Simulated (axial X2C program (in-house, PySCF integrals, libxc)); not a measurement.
**Curves of SmF⁺ from open-shell CI on f5 s1**

Computed with an in-house all-electron X2C program for linear molecules (integrals from PySCF): two-component X2C with atomic mean-field Coulomb and Gaunt terms, basis Sm dyall-v3z, F dyall-v3z (cores contracted in-house). Orbitals come from Hartree–Fock averaged over the configuration Sm f5 s1; CI then distributes these electrons over the f, s shells of Sm.

Scan along the bond; masses Sm 151.920 u, F 18.998 u. Energies in cm⁻¹ from the lowest point; levels are followed by energy order within each Ω. Lowest level at 1.946 Å: 100% f5 s1.

```
R (Å)  (1)Ω=0  (1)Ω=1  (1)Ω=2  (2)Ω=0  (2)Ω=1  (1)Ω=3  (2)Ω=2
1.810    2667    2753    3082    3211    3492    3696    4050
1.878     655     752    1093    1254    1495    1720    2013
1.946       0     104     455     643     855    1091    1336
2.024     492     601     958    1171    1361    1601    1803
2.102    1933    2044    2405    2640    2813    3053    3219
2.189    4292    4406    4768    5024    5183    5420    5553
2.296    7850    7965    8327    8609    8756    8983    9084
```

Q: Fit the curves (1)Ω=0, (1)Ω=1, (1)Ω=2, (2)Ω=0, (2)Ω=1, (1)Ω=3, (2)Ω=2 near their minima.

A: From the open-shell CI curves, Te from the lowest:

```
 level  Te (cm⁻¹)  Re (Å)  ωe (cm⁻¹)
(1)Ω=0          0   1.952      653.7
(1)Ω=1        105   1.952      653.3
(1)Ω=2        456   1.951      653.0
(2)Ω=0        645   1.950      653.9
(2)Ω=1        856   1.951      654.0
(1)Ω=3       1092   1.951      652.9
(2)Ω=2       1334   1.954      651.6
```

Without dynamic correlation distances can be off by several hundredths of an Å (long for ionic bonds, short for multiple bonds) and the wavenumbers are rough.

The 7 lowest curves are shown; the next is (3)Ω=0, from 1576 cm⁻¹.

There is no dynamic correlation: spin–orbit spacings and, for f shells, spacings inside one term are the most reliable numbers, splittings between terms come out too wide, and energies between configurations are not reliable, so the lowest level need not be the ground state of the molecule. At most 4 roots were kept for each Ω > 0 (twice that for Ω = 0) within 2.2 eV of the lowest, so higher up levels can be missing between those listed; levels with Ω > 0 are doubly degenerate and listed once, Ω = 0 levels singly.
